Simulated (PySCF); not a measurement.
## How methods differ on the ionisation energy of Co

Co [Ar] 3d7 4s2 (4F) → Co⁺ [Ar] 3d8 (3F), as a difference of total energies. Calculation: PySCF 2.14, in cc-pVTZ-DK (7s6p4d2f1g, 68 functions); scalar relativity by spin-free X2C-1e. Correlated levels: valence: [Ar] frozen. The calculations carry no spin-orbit coupling.

```json
{"method": "UHF", "ionisation energy (eV)": "8.295"}
{"method": "M06-L", "ionisation energy (eV)": "7.545"}
{"method": "BP86", "ionisation energy (eV)": "7.899"}
{"method": "MP2 (valence)", "ionisation energy (eV)": "7.371"}
{"method": "SCS-MP2 (valence)", "ionisation energy (eV)": "7.396"}
```

Q: How much does correlation contribute at MP2 (valence)?

A: 7.371 − (8.295) = -0.924 eV, measured against UHF.

Errors of the correlated levels include the incompleteness of this basis and the frozen core.

MP2 underrates the near-degeneracy of ns² with np² in the lower species.

For comparison: 7.869 eV (measured; NIST levels, between the centres of gravity of the two terms).
